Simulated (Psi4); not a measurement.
A dimer, CO2 ··· C4H4S (SMILES O=C=O and c1ccsc1); the first 3 atoms form monomer A.

```
12

O     -1.1597     0.0005     0.0000
C      0.0000     0.0000     0.0000
O      1.1597    -0.0005     0.0000
C      0.0550    -1.5339    -2.8637
C      1.4744    -1.6156    -2.8214
C      2.0759    -0.4210    -3.0949
S      0.9185     0.8104    -3.4056
C     -0.3887    -0.2793    -3.1684
H     -0.6041    -2.3690    -2.6764
H      2.0214    -2.5200    -2.5981
H      3.1293    -0.1981    -3.1307
H     -1.4057     0.0626    -3.2659
```

### Question
What interaction energy does SAPT0/jun-cc-pVDZ, frozen core run with Psi4 1.11 give, and which attractive term is the largest?

### Answer
Total -1.36 kcal/mol: electrostatics -3.41, exchange 6.48, induction -0.72, dispersion -3.71. The most attractive term is dispersion.
